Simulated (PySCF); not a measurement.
19F chemical shifts

Isolated molecule, one conformer, non-relativistic Hamiltonian, rapidly exchanging positions averaged. Coordinates at the GFN2-xTB level; shieldings: GIAO PBE0/pcSseg-1; PySCF.

Shieldings were converted by a linear fit to measured shifts: 19F (scatter 6.0 ppm rms, 7.0 ppm with the 5 outliers that the fit left out vs CFCl3, solution or neat liquid, with a term for F on sp3 carbon). Occasional misses reach two or three times the rms, and more in compound classes unlike the fitted ones.

Task: Match the shifts -94.3, -159.2, -174.7, -182.8, -206.5 ppm to `C=C(F)C[C@H](C)CC`, `CC(C)(C)[C@@H]1C[C@H]1F`, `C[C@@H]1[C@@H](C)CC[C@@H]1F`, `C[C@@H]1[C@H](C)CC[C@H]1F`, `C[C@@H]1[C@H](C)CC[C@@H]1F`.

Result: -94.3: C=C(F)C[C@H](C)CC (vinylic fluorine); -159.2: C[C@@H]1[C@H](C)CC[C@H]1F (fluorine on an sp3 carbon); -174.7: C[C@@H]1[C@H](C)CC[C@@H]1F (fluorine on an sp3 carbon); -182.8: C[C@@H]1[C@@H](C)CC[C@@H]1F (fluorine on an sp3 carbon); -206.5: CC(C)(C)[C@@H]1C[C@H]1F (fluorine on an sp3 carbon).
